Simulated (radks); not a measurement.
Spherical quantum dot in the effective-mass picture: electrons in a hard-walled sphere of radius 2.11, all in effective atomic units (hartree* = m*/eps^2 hartree, bohr* = eps/m* bohr), one dielectric constant everywhere. Method: non-relativistic Kohn-Sham, PBE, spin-polarised, spherical densities; computed with a radial shooting solver with Libxc functionals. Levels are named by radial order and angular momentum (1s, 1p, 1d, 2s, ...), and open shells are averaged over m. Results are scaled to m* = 0.147 and eps = 6.7, for which hartree* = 89.11 meV and bohr* = 2.412 nm.

N = 5, configuration 1s2 1p(up 3, down 0). This is the lowest configuration that the search found. Occupied and some empty levels:

| level | occupation | eigenvalue (meV) | <r> (nm) |
|---|---|---|---|
| 1s up | 1 | 368.65 | 2.787 |
| 1s down | 1 | 385.58 | 2.746 |
| 1p up | 3 | 453.96 | 3.142 |
| 1p down | 0 | 473.77 | 3.131 |
| 1d up | 0 | 573.19 | 3.374 |
| 1d down | 0 | 593.93 | 3.372 |
| 2s up | 0 | 672.86 | 2.457 |
| 2s down | 0 | 681.82 | 2.469 |
| 1f up | 0 | 721.92 | 3.542 |
| 1f down | 0 | 742.81 | 3.545 |

Energy (meV): total 1383.22, kinetic 820.94, external 0, Hartree 806.07, exchange-correlation -243.79.
